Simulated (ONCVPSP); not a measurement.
**What one change does to a pseudopotential (Sb (Z = 51), ONCV)**

- Element: Sb (Z = 51)
- Generator: ONCVPSP 4.0.1
- Type: optimised norm-conserving Vanderbilt (ONCV)
- Functional: LDA (Perdew-Zunger)
- Relativity: scalar-relativistic
- Frozen core: [Kr]
- Valence charge: 15
- Reference configuration: 4d10 5s2 (charge +3)
- Partial waves: 5s: rc 1.75 bohr, ncon 5, nbas 8, qcut 3.3 1/bohr, 2 projectors, debl 0.9 Ha; p scattering state at 0.35 Ha: rc 1.50 bohr, ncon 3, nbas 8, qcut 5.2 1/bohr, 2 projectors, debl 3.3 Ha; 4d: rc 0.90 bohr, ncon 3, nbas 6, qcut 10.4 1/bohr, 3 projectors, debl 2.5 Ha
- Local potential: polynomial inside 0.70 bohr (lpopt 4, dvloc0 0 Ha)
- Core correction: none

In the s channel the program set the typed energies aside and used -1.448, 0.250 Ha. In the p channel the program set the typed energies aside and used 0.050, 3.350 Ha.

All-electron outer shells of the reference configuration (LDA (Perdew-Zunger), scalar-relativistic, ld1.x):

```json
{"shell": "4p", "level (eV)": "-131.19", "outermost node (bohr)": "0.39", "outermost maximum (bohr)": "0.76"}
{"shell": "4d", "level (eV)": "-62.94", "outermost node (bohr)": "0.38", "outermost maximum (bohr)": "0.84"}
{"shell": "5s", "level (eV)": "-39.40", "outermost node (bohr)": "0.94", "outermost maximum (bohr)": "1.81"}
```

Change: d: ncon 4, nbas 7.

Cutoffs: the cutoffs (Ha) at which the residual kinetic energy of the hardest occupied pseudo-wave falls to 1 and 0.1 mHa per electron; they do not see the model core or the augmentation charge, which bear on the density cutoff. Errors are all-electron minus pseudo energies relative to the spin-unpolarised reference configuration.

Q: Predict the effect on cutoff, ghosts and configuration errors.

A: The potential gets harder (49 Ha and 81 Ha → 52 Ha and 148 Ha); both files keep a bound ghost (d, p, s); the errors of the 4 common tests hardly move.

```tsv
quantity	base	changed
cutoff, loose	49 Ha	52 Ha
cutoff, tight	81 Ha	148 Ha
loose cutoff by channel	s 45 Ha, d 49 Ha	s 45 Ha, d 52 Ha
bound ghosts	s, p, d	s, p, d
GHOST(+) flags under 300 eV	s at 141.2 eV	s at 141.2 eV
error for 4d10 5s2 5p3, meV [ΔE -49.56 eV]	-266	-266
error for 4d10 5s2 5p2, meV [ΔE -41.04 eV]	-190	-190
error for 4d10 5s2 5p1, meV [ΔE -24.79 eV]	-96	-96
error for 4d9 5s2 5p4, meV [ΔE -18.55 eV]	-501	-501
s: phases at 1.78 bohr within 0.05 rad from the reference energy up to (Ha; the scan ends near 5)	4.5	4.5
p: phases at 1.52 bohr within 0.05 rad from the reference energy up to (Ha; the scan ends near 5)	to the end of the scan	to the end of the scan
d: phases at 0.91 bohr within 0.05 rad from the reference energy up to (Ha; the scan ends near 5)	to the end of the scan	to the end of the scan
```

 A true bound ghost makes a file unfit for plane-wave use even where its test errors are small: the radial tests pick states by their node count and pass the ghost by.
